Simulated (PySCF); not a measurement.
**Telling isomers of C2H11FO2Si4 apart by NMR**

PySCF 2.14 calculation with NMR shieldings at PBE0/pcSseg-1/GIAO and structure optimised with GFN2-xTB; one conformer, non-relativistic Hamiltonian, gas phase, equivalent nuclei averaged.

Shifts are taken against calculated references (same method and geometry level): $^{1}$H (σref 31.72) and $^{13}$C (σref 186.93) against TMS. Splittings of carbon signals by F and P are missing where no couplings were computed. Where no couplings were computed, multiplicities follow the n + 1 count of equivalent neighbours, and m marks all less simple cases (inequivalent or close neighbours, rings, F or P nearby). Shifts are as computed. Against solution values, carbons near 30 ppm lie about +3 ppm off and those near 130 ppm about +5 ppm. Of 1309 compounds with measured shifts, 239 miss one by over three times the rms of a fit or turn the order of signals round; such compounds aren't used in these exercises. OH and NH positions are gas-phase values without hydrogen bonding to other molecules.

(1) Tabulate the signals of `F/C(=C\[SiH2]O[SiH3])[SiH2]O[SiH3]`, `C=C[Si@@H](O)[Si@](F)([SiH3])O[SiH3]` and their relative energies.

(2) What is the quickest way to tell F/C(=C\[SiH2]O[SiH3])[SiH2]O[SiH3] from C=C[Si@@H](O)[Si@](F)([SiH3])O[SiH3]?

Results:

(1) 
```tsv
SMILES	carbon types	δC	δH	E rel. (kcal/mol)
F/C(=C\[SiH2]O[SiH3])[SiH2]O[SiH3]	1×C 1×CH	189.4, 125.4	5.64 (m, 2H), 5.63 (m, 1H), 5.17 (s, 3H), 5.16 (m, 2H), 5.15 (s, 3H)	20.1
C=C[Si@@H](O)[Si@](F)([SiH3])O[SiH3]	1×CH 1×CH2	146.2, 139.8	6.51 (m, 1H), 6.49 (m, 1H), 6.01 (m, 1H), 5.66 (m, 1H), 5.22 (s, 3H), 3.49 (m, 3H), 0.94 (br s, 1H)	0.0
```

Energies are electronic energies at PBE0/pcSseg-1 on these geometries, without zero-point or thermal terms, each for the one conformer computed, which needn't be the lowest.

(2) Both give the same number of carbon signals, but DEPT or the intensities differ. The first has a fully substituted alkene carbon (C) at 189.4 ppm, the second a terminal =CH2 carbon at 139.8 ppm. Their most deshielded carbons lie at 189.4 and 146.2 ppm. In the proton spectra the most deshielded non-exchanging signals are 5.64 (m, 2H) and 6.51 (m, 1H).
